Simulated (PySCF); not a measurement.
C3H8ClSi (doublet state).
Cartesian coordinates in Å at the GFN2-xTB level; atoms count from 1:
```
atom  x, y, z in Å
C1    -1.2149   -1.3187   -0.3534
Si2   -0.1905   -0.0862    0.6735
C3    -0.5457    1.7278    0.2196
C4     1.6751   -0.4481    0.4321
Cl5    2.1241   -0.2134   -1.3048
H6    -2.2807   -1.1608   -0.2197
H7    -0.9897   -1.2017   -1.4123
H8    -0.9949   -2.3467   -0.0809
H9    -1.5986    1.9681    0.3311
H10    0.0202    2.4166    0.8401
H11   -0.2691    1.9132   -0.8172
H12    1.9454   -1.4726    0.6749
H13    2.3149    0.2230    0.9993
```

The hyperfine couplings belong to this conformer and change with its torsions.

As a line formula: `C[Si](C)CCl` [radical].

Level of theory: PySCF, UKS B3LYP, pcH-1 on C Cl H Si, non-relativistic, mean-field spin-orbit, GIAO. Geometry: GFN2-xTB, one conformer, isolated molecule. A GFN2-xTB geometry isn't a minimum of the functional, and hyperfine couplings can be far from their values at a DFT geometry, by a factor of two or more for some ions and for spin on atoms past the first row. The SCF solution wasn't tested for stability.

(1) What is the g tensor, term by term?

(2) At 93.67 GHz, how far is the centre of the isotropic spectrum from where a free electron (g = 2.002319) resonates?

(3) How much does each term add to the isotropic shift?

(4) What are the electron Larmor frequencies g μB B/h along the three axes at 3350 mT?

(5) In a frozen sample, at which fields do the three g values resonate at 9.5, 34, 94 and 263 GHz (hyperfine left aside), and which band first spreads them over more than twice a line width of 0.5 mT?

Results:

(1) 
```json
{"Δg (ppm)": "relativistic mass correction", "1": "-151", "2": "-151", "3": "-151"}
{"Δg (ppm)": "gauge correction", "1": "2", "2": "72", "3": "63"}
{"Δg (ppm)": "orbital Zeeman/spin–orbit", "1": "172", "2": "1131", "3": "2434"}
{"Δg (ppm)": "total", "1": "22", "2": "1051", "3": "2346"}
```

So g = 2.00234, 2.00337, 2.00467 and g_iso = 2.00346; the tensor is rhombic: the two nearest values differ by 44 % of g3 − g1. 

(2) B = hν/(g μB) with μB/h = 13.99624 MHz/mT gives 3342.38 mT for the free electron and 3340.48 mT at g_iso, 1.90 mT lower.

(3) The orbital-Zeeman/spin–orbit term 1245, the mass correction -151 and the gauge correction 46 ppm, for a total of 1140 ppm. The orbital-Zeeman/spin–orbit term is the largest in size. The mass correction is the same along every axis, so the anisotropy comes from the other two: their spans along these axes are 70 (gauge) and 2262 ppm (orbital Zeeman/spin–orbit).

(4) 93.8846, 93.9329, 93.9936 GHz for g1, g2 and g3, a range of 108.9 MHz.

(5) 
| band | GHz | B(g3) mT | B(g2) mT | B(g1) mT | spread mT |
| --- | --- | --- | --- | --- | --- |
| X | 9.5 | 338.59 | 338.81 | 338.98 | 0.39 |
| Q | 34.0 | 1211.78 | 1212.57 | 1213.19 | 1.41 |
| W | 94.0 | 3350.23 | 3352.39 | 3354.12 | 3.89 |
| J | 263.0 | 9373.51 | 9379.57 | 9384.39 | 10.88 |

The spread grows in proportion to the frequency. Q band is the first where it exceeds 1.0 mT.

The largest Mulliken spin population is on Si2 (+0.91). The angles at Si2 add up to 331.7°, so it is pyramidal.

The HOMO–LUMO gaps are 5.71 eV among the α and 5.22 eV among the β orbitals.
